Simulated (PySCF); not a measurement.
C3H4BF, SMILES B(C#C)(F)C.

Geometry optimised at PBE-D3(BJ)/def2-SVP.

Calculation: PBE/def2-TZVP run with PySCF.

The molecule is in vacuum.

```
Property                                                                                                       Result
---------------------------------------------------------------------------------------------  ----------------------
total energy                                                                                       -241.22496 hartree
highest occupied level                                                                                       -7.09 eV
lowest empty level                                                                                           -2.46 eV
orbital gap                                                                                                   4.63 eV
dipole moment                                                                                                  1.58 D
quadrupole, principal values (traceless, Buckingham form, about the centre of nuclear charge)  -5.53, -1.64, 7.16 D·Å
mean static polarisability                                                                       49.0 bohr³ (7.27 Å³)
polarisability, principal values                                                               34.4, 41.7, 71.0 bohr³
```
